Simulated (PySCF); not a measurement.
## Atomic charges against the basis set

Species: C₇H₁₄.
Z-matrix (Å and degrees, PBE0-D3(BJ)/def2-SVP geometry), rows numbered from 1:
```
C 
C   1  1.5201
C   2  1.5223  1  113.43
C   3  1.5227  2  113.82  1   179.87
C   4  1.5073  3  113.36  2   179.40
C   5  1.5011  4  120.23  3   -83.77
C   5  1.4986  4  120.86  3  -154.84
H   1  1.1020  2  111.23  3    59.40
H   1  1.1020  2  111.25  3   -60.08
H   1  1.1007  2  111.78  3   179.66
H   2  1.1047  1  109.65  3  -122.24
H   2  1.1046  1  109.66  3   122.32
H   3  1.1053  2  109.30  1    57.46
H   3  1.1049  2  109.54  1   -57.73
H   4  1.1051  3  109.48  2   -58.04
H   4  1.1051  3  109.46  2    57.45
H   5  1.0966  4  114.09  3    60.01
H   6  1.0931  5  118.83  7  -108.14
H   6  1.0945  5  117.51  7   107.78
H   7  1.0942  5  117.63  6  -107.92
H   7  1.0931  5  118.60  6   108.17
```

PBE0 throughout (PySCF), one geometry, spherical d and f functions. Geometry: PBE0-D3(BJ)/def2-SVP, one conformer, isolated molecule. Atoms taken as equivalent share a column and are averaged. The first 7 of 13 kinds of atom are listed.

Mulliken charges (e):

```tsv
basis	functions	C1	C2	C3	C4	C5	C6/C7	H8/H9/H10
STO-3G	49	-0.231	-0.138	-0.138	-0.137	-0.084	-0.176	+0.076
pcSseg-0	91	-0.626	-0.516	-0.459	-0.429	-0.395	-0.434	+0.226
6-31G	91	-0.491	-0.314	-0.296	-0.305	-0.174	-0.346	+0.161
6-31G*	126	-0.523	-0.317	-0.309	-0.329	-0.132	-0.373	+0.170
cc-pVDZ	168	-0.071	-0.103	-0.072	+0.006	-0.152	-0.049	+0.040
def2-SVP	168	-0.063	-0.091	-0.084	+0.038	-0.191	-0.075	+0.038
pcSseg-1	189	-0.267	-0.275	-0.250	-0.151	-0.295	-0.203	+0.112
6-311+G(2d,p)	273	-0.712	-0.141	-0.053	-0.513	+0.331	-0.335	+0.144
aug-cc-pVDZ	287	+0.497	+0.674	+0.402	+0.217	+1.033	+1.072	-0.132
def2-TZVP	301	-0.358	-0.158	-0.233	-0.204	-0.039	-0.245	+0.118
```

IAO charges (e):

```tsv
basis	functions	C1	C2	C3	C4	C5	C6/C7	H8/H9/H10
STO-3G	49	-0.391	-0.254	-0.248	-0.250	-0.139	-0.273	+0.131
pcSseg-0	91	-0.420	-0.260	-0.257	-0.254	-0.143	-0.300	+0.139
6-31G	91	-0.428	-0.252	-0.253	-0.253	-0.129	-0.303	+0.140
6-31G*	126	-0.407	-0.240	-0.241	-0.240	-0.122	-0.291	+0.134
cc-pVDZ	168	-0.407	-0.238	-0.241	-0.241	-0.122	-0.294	+0.133
def2-SVP	168	-0.397	-0.234	-0.236	-0.236	-0.119	-0.285	+0.130
pcSseg-1	189	-0.407	-0.241	-0.242	-0.242	-0.125	-0.292	+0.134
6-311+G(2d,p)	273	-0.420	-0.247	-0.248	-0.247	-0.127	-0.303	+0.138
aug-cc-pVDZ	287	-0.418	-0.245	-0.246	-0.246	-0.126	-0.303	+0.137
def2-TZVP	301	-0.420	-0.247	-0.248	-0.247	-0.127	-0.303	+0.138
```

Hirshfeld charges (e):

| basis | functions | C1 | C2 | C3 | C4 | C5 | C6/C7 | H8/H9/H10 |
| --- | --- | --- | --- | --- | --- | --- | --- | --- |
| STO-3G | 49 | -0.042 | -0.011 | -0.014 | -0.010 | -0.018 | -0.051 | +0.013 |
| pcSseg-0 | 91 | -0.102 | -0.048 | -0.053 | -0.051 | -0.025 | -0.084 | +0.033 |
| 6-31G | 91 | -0.101 | -0.051 | -0.054 | -0.051 | -0.033 | -0.088 | +0.032 |
| 6-31G* | 126 | -0.101 | -0.054 | -0.056 | -0.053 | -0.035 | -0.088 | +0.033 |
| cc-pVDZ | 168 | -0.110 | -0.059 | -0.062 | -0.059 | -0.034 | -0.090 | +0.035 |
| def2-SVP | 168 | -0.112 | -0.061 | -0.063 | -0.061 | -0.034 | -0.091 | +0.036 |
| pcSseg-1 | 189 | -0.115 | -0.064 | -0.067 | -0.063 | -0.038 | -0.093 | +0.038 |
| 6-311+G(2d,p) | 273 | -0.116 | -0.071 | -0.072 | -0.069 | -0.048 | -0.096 | +0.038 |
| aug-cc-pVDZ | 287 | -0.123 | -0.074 | -0.075 | -0.072 | -0.048 | -0.100 | +0.040 |
| def2-TZVP | 301 | -0.119 | -0.070 | -0.072 | -0.069 | -0.045 | -0.097 | +0.039 |

Some averages cover members that differ in this geometry, most widely: C6/C7, Mulliken in aug-cc-pVDZ +0.900 to +1.244; C6/C7, Mulliken in def2-TZVP -0.260 to -0.231 e.

Problem. Which scheme is steadiest as the basis changes?

Solution. Largest range over the bases for any column: IAO 0.04 e, Hirshfeld 0.08 e, Mulliken 1.51 e. IAO charges move least and Mulliken charges most, counted in e. Without the minimal STO-3G basis the ranges are IAO 0.03, Hirshfeld 0.03, Mulliken 1.51 e.

Problem. How much do the charges still move between the two largest bases, aug-cc-pVDZ and def2-TZVP?

Solution. At most, over all atoms: Mulliken 1.474 e, IAO 0.002 e, Hirshfeld 0.004 e.

Problem. What do the same runs give for the total energy, the frontier levels and the dipole moment?

Solution. 
| basis | energy (Eh) | HOMO (eV) | LUMO (eV) | μ (D) |
| --- | --- | --- | --- | --- |
| STO-3G | -271.5696 | -6.54 | 7.85 | 0.12 |
| pcSseg-0 | -274.1846 | -8.12 | 2.31 | 0.08 |
| 6-31G | -274.7397 | -7.69 | 2.88 | 0.10 |
| 6-31G* | -274.8066 | -7.62 | 2.89 | 0.09 |
| cc-pVDZ | -274.8241 | -7.74 | 2.01 | 0.12 |
| def2-SVP | -274.6191 | -7.83 | 1.91 | 0.12 |
| pcSseg-1 | -274.7742 | -7.88 | 1.59 | 0.12 |
| 6-311+G(2d,p) | -274.8849 | -7.84 | 0.44 | 0.12 |
| aug-cc-pVDZ | -274.8387 | -7.81 | 0.03 | 0.12 |
| def2-TZVP | -274.9054 | -7.82 | 1.26 | 0.12 |
